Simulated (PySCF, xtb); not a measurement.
Two conformers of ClHOSn

Structure a: `[OH][Sn][Cl]`, a singlet. Structure b: `[OH][Sn][Cl]`, a singlet. Both are isolated molecules in the gas phase, relaxed with PBE0-D4/def2-SVP.

a (Å):

```xyz
4

Cl    0.5300   -0.8268    3.1444
O    -1.8109    0.3045    1.2213
Sn   -1.0867   -1.5284    1.5349
H    -2.5249    0.3329    0.5720
```

b (Å):

```xyz
4

Cl    0.7509   -0.4718    1.3868
O    -0.9019    1.5912   -0.5299
Sn   -1.4720    0.1070    0.6629
H     0.0549    1.7300   -0.5476
```

Energies in hartree; the thermal terms are from GFN2-xTB frequencies at re-optimised GFN2-xTB minima (ideal gas, soft modes damped towards free rotors, one conformer each, 298.15 K, 1 atm) and include the zero-point energy:

|  | a | b |
| --- | --- | --- |
| E, CCSD(T)/def2-TZVP | −749.193120 | −749.197481 |
| zero-point energy | 0.011692 | 0.012138 |
| H(298 K) − E | 0.017739 | 0.017922 |
| G(298 K) − E | −0.018286 | −0.017551 |

Q: Work out ΔE, ΔE₀, ΔH and ΔG for a → b in kcal/mol (1 Eh = 627.51 kcal/mol) and the equilibrium ratio [b]/[a].

A: 1. ΔE = −749.197481 − (−749.193120) = −0.004361 Eh = −2.74 kcal/mol.
2. ΔE₀ = ΔE + ΔZPE = −0.004361 + (+0.000446) Eh = −2.46 kcal/mol.
3. ΔH = ΔE + (+0.000183) Eh = −2.62 kcal/mol.
4. ΔG = ΔE + (+0.000735) Eh = −2.28 kcal/mol, so ΔS = (ΔH − ΔG)/T = −4.9 J/(mol K).
5. kT = 0.9442 mEh, so K = [b]/[a] = exp(−ΔG/kT) = exp(+3.84) ≈ 47.

Structure b is favoured at this temperature. An error of 1 kcal/mol in ΔG would change K by a factor of 5.4. Mirror images and further conformers aren't counted.

Other levels gave ΔE = −3.3 (PBE0-D4/def2-SVP); −3.1 (HF/def2-TZVP); −2.9 (MP2/def2-TZVP) kcal/mol. The correlated steps freeze 10 core orbitals; the filled d shell of Sn is correlated, in a basis made for valence electrons. Atoms past krypton carry core potentials in the def2 sets, without spin–orbit terms. Programs: PySCF 2.14.0, xtb 6.7.1.
